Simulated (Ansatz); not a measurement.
Cartesian coordinates (Å):
SMILES: [OH][Al]([OH])[OH]
```xyz
7

O      1.4115    -0.9200    -0.1634
Al     0.0000     0.0000     0.0000
O     -1.5080    -0.7669     0.0593
O      0.0964     1.6868     0.1042
H      2.2858    -0.5299    -0.2014
H     -1.6111    -1.7178     0.0041
H     -0.6747     2.2477     0.1973
```
Charge 0, multiplicity 1.

These are frozen-core CCSD(T)/cc-pVTZ // B3LYP-D3(BJ)/def2-TZVP in Ansatz (a first-principles code) values and carry that method's errors.

```json
{
 "HF energy": "-468.54002 Ha",
 "MP2 correlation energy": "-0.80612 Ha"
}
```

Problem. Estimate the CCSD correlation energy, the (T) correction, the total energy and the T1 diagnostic.

Solution. 
* **CCSD correlation energy**: -0.81181 Ha
* **(T) correction**: -0.02761 Ha
* **CCSD(T) total energy**: -469.37944 Ha
* **T1 diagnostic**: 0.012
